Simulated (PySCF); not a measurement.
NMR data simulated for an unnamed compound:

1H NMR (500 MHz, computed): δ 8.32 (s, 1H), 4.81 (t, 1H), 2.98 (d, 2H).

13C{1H} NMR (computed): δ 148.2 (CH), 127.9 (C), 122.2 (C), 120.2 (C), 112.9 (C), 83.2 (CH), 20.1 (CH2).

Method: PBE0/pcSseg-1 with gauge-including orbitals, coordinates at the GFN2-xTB level, in PySCF 2.14 (averaged over atoms made equivalent by symmetry, fast rotation or ring inversion, non-relativistic Hamiltonian, a single conformation, isolated molecule).

Shifts are taken against calculated references (same method and geometry level): 1H (σref 31.72) and 13C (σref 186.93) vs TMS.

Q: Which of these does the molecule contain: an ester, a nitrile, a non-aromatic C=C double bond, a three-membered ring, a carboxylic acid, an OH group?

A: 
- An ester: no.
- A nitrile: yes (δC 122.2).
- A non-aromatic C=C double bond: yes.
- A three-membered ring: yes.
- A carboxylic acid: no.
- An OH group: no.

The data belong to SMILES C1(C#N)=CC/1=C\CC#N, C₇H₄N₂; they needn't prove each group on their own.

Carbon signals by region: 5 in the sp2 and nitrile region (100–160 ppm), 1 at 50–100 ppm, 1 below 50 ppm.

Shifts are as computed. Against solution values, carbons near 30 ppm lie about +3 ppm off and those near 130 ppm about +5 ppm. Of 1211 compounds with measured shifts, 218 miss one by over three times the rms of a fit or turn the order of signals round; such compounds aren't used in these exercises. No couplings were computed; multiplicities are counted from neighbouring protons, with m where these are inequivalent, close in shift, in a saturated or five-membered ring or joined by F or P, and br s for small geminal =CH2 splittings.
